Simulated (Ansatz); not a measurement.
Consider the redistribution: `C[SiH2]N[SiH](O)O` + `[CH3][Ga]([F])[F]` → `O[SiH](O)N[SiH2]F` + `[CH3][Ga]([CH3])[F]`.

Calculated with Ansatz (gas phase, PBE0-D4/def2-TZVP geometries, no zero-point term in ΔE). CCSD(T)/CBS is the MP2 limit (def2-TZVPP, def2-QZVPP) plus CCSD(T) − MP2 in def2-TZVPP, frozen cores. DFT in def2-TZVPP. B3LYP here is the variant with VWN-RPA as its local correlation; programs differ in this. For Ga outer-core shells are correlated without core-valence functions, which leaves a few kJ/mol of doubt a bond. Scalar relativity is left out up to krypton. Each species was taken in one conformer, which may not be the lowest.

```tsv
level	ΔE (kJ/mol)	difference from CCSD(T)/CBS
PBE-D4	-48.8	10.5
r2SCAN-D4	-52.1	7.2
PBE0-D4	-50.5	8.8
B3LYP-D4	-54.4	4.9
ωB97X-V	-51.1	8.2
B2PLYP	-53.4	5.9
PBE	-48.4	10.9
PBE0	-50.2	9.1
B3LYP	-53.4	5.9
MP2/def2-TZVPP	-54.8	4.5
CCSD/def2-TZVPP	-54.1	5.2
CCSD(T)/def2-TZVPP	-53.8	5.5
HF/def2-QZVPP	-49.8	9.5
SCS-MP2/def2-QZVPP	-55.3	4.0
MP2/CBS(def2)	-60.4	-1.1
CCSD/CBS(def2)	-59.7	-0.4
CCSD(T)/CBS	-59.3	0
```

Largest T1 diagnostic among the species: 0.014.

In def2-TZVPP, CCSD(T) changes the Hartree–Fock value by −3.3 kJ/mol (the triples alone add +0.4 kJ/mol) and MP2 by −4.3 kJ/mol.
